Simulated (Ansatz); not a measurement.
Isolated molecules relaxed with PBE0-D4/def2-TZVP in Ansatz; ΔE leaves out vibrations. CCSD(T)/CBS is the MP2 limit (def2-TZVPP, def2-QZVPP) plus CCSD(T) − MP2 in def2-TZVPP, frozen cores. DFT in def2-TZVPP. B3LYP here is the variant with VWN-RPA as its local correlation; programs differ in this. Each species was taken in one conformer, which may not be the lowest.

Consider the ligand exchange at a B–C bond: `COCBF` + `C=C(N)[SiH3]` → `C=C([SiH3])NBF` + `COC`.

`COCBF`:

Z-matrix (Å, degrees):
```
C
O 1 1.400
H 1 1.090 2 107.7
H 1 1.100 2 111.4 3 119.4
H 1 1.100 2 112.0 3 -119.4
C 2 1.410 1 112.1 3 178.4
B 6 1.568 2 115.3 1 -74.3
H 6 1.100 2 106.8 1 166.9
H 6 1.105 2 111.3 1 53.1
F 7 1.325 6 118.1 2 179.7
H 7 1.199 6 124.5 2 -2.5
```

`C=C(N)[SiH3]`:

Z-matrix (Å, degrees):
```
Si
C 1 1.873
H 1 1.491 2 109.5
H 1 1.487 2 111.1 3 118.3
H 1 1.483 2 109.2 3 -120.2
N 2 1.386 1 116.8 3 -53.8
C 2 1.339 1 119.2 3 130.9
H 6 1.007 2 116.5 1 34.0
H 6 1.009 2 115.9 1 169.6
H 7 1.081 2 120.9 1 -0.8
H 7 1.088 2 122.0 1 178.2
```

`C=C([SiH3])NBF`:

Cartesian coordinates in Å:
```
C -1.407 -0.594 -1.170
C -0.432 -0.202 -0.345
Si 0.364 1.479 -0.624
N 0.001 -1.010 0.708
B 1.007 -0.721 1.637
F 1.282 -1.624 2.579
H -1.737 0.038 -1.983
H -1.904 -1.555 -1.057
H 0.182 2.361 0.558
H -0.313 2.073 -1.802
H 1.819 1.346 -0.895
H -0.481 -1.897 0.787
H 1.619 0.305 1.608
```

`COC`:

```xyz
9

C    -0.201    0.590    0.980
O     0.518    0.610   -0.220
C     0.262   -0.519   -1.005
H    -1.286    0.572    0.800
H     0.050    1.496    1.532
H     0.060   -0.285    1.593
H    -0.801   -0.588   -1.279
H     0.855   -0.431   -1.916
H     0.543   -1.446   -0.485
```

(1) Is it downhill or uphill in electronic energy at CCSD(T)/CBS, and by how much? (An estimate is asked.)

(2) What do these levels give: B3LYP-D4, PBE, HF/def2-TZVPP, MP2/def2-TZVPP, CCSD/def2-TZVPP, MP2/def2-QZVPP? (Best estimate.)

Largest T1 diagnostic among the species: 0.013.

Results:

(1) The calculation gave: Downhill: ΔE = -140.7 kJ/mol.

(2) Computed: B3LYP-D4 -140.8, PBE -134.0, HF/def2-TZVPP -141.2, MP2/def2-TZVPP -144.4, CCSD/def2-TZVPP -141.4, MP2/def2-QZVPP -143.7 kJ/mol.
